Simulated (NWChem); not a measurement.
# Atomisation of C3H7FSi

SMILES: C=C(F)C[SiH3]
```xyz
12

C     -1.6870     0.1939     1.4662
C     -0.9865     0.2057     0.3318
F     -1.4553    -0.4706    -0.7422
C      0.3235     0.8612     0.0493
Si     1.7151    -0.3415    -0.4727
H     -2.6281    -0.3550     1.5293
H     -1.3285     0.7341     2.3425
H      0.6580     1.4243     0.9338
H      0.2024     1.5879    -0.7752
H      1.8535    -1.4282     0.5391
H      1.4354    -0.9394    -1.8075
H      2.9925     0.4272    -0.5475
```
Charge 0, spin multiplicity 1.

All runs are NWChem calculations. The geometry was optimised at B3LYP/def2-SVP, a minimum by its harmonic frequencies. It is one conformer; others weren't searched.

Basis set: def2-SVP. The atomisation energy is electronic alone: no zero-point, thermal, spin-orbit or counterpoise terms. No value is extrapolated to the basis-set limit. Free atoms are single determinants with multiplicities C 3, F 2, Si 3, H 2. Correlated methods freeze the same cores in atoms and molecule, 9 orbitals in all.

Relative cost: rough, from shared machines, SCF included, HF = 1. Costs are the molecule's.

B3LYP has NWChem's definition, with VWN1-RPA local correlation. The structure started from a generated list of species. No SCF solution was tested for a lower state. Open-shell Hartree-Fock references start from PBE0 orbitals; any time given for them includes that run.

| method | atomisation energy (kcal/mol) | relative cost |
|---|---|---|
| M06-2X | (withheld) | 3 |
| HF | 814.6 | 1 |
| BP86 | 1113.2 | under 3 |
| MP2 | 1040.5 | under 3 |
| PBE | 1105.2 | under 3 |
| PBE0 | (withheld) | under 3 |
| r2SCAN | (withheld) | 4 |
| B3LYP | (withheld) | under 3 |

Q: Complete the blanks.

A: 
- M06-2X, atomisation energy (kcal/mol): 1085.5
- PBE0, atomisation energy (kcal/mol): 1087.9
- r2SCAN, atomisation energy (kcal/mol): 1089.2
- B3LYP, atomisation energy (kcal/mol): 1080.0
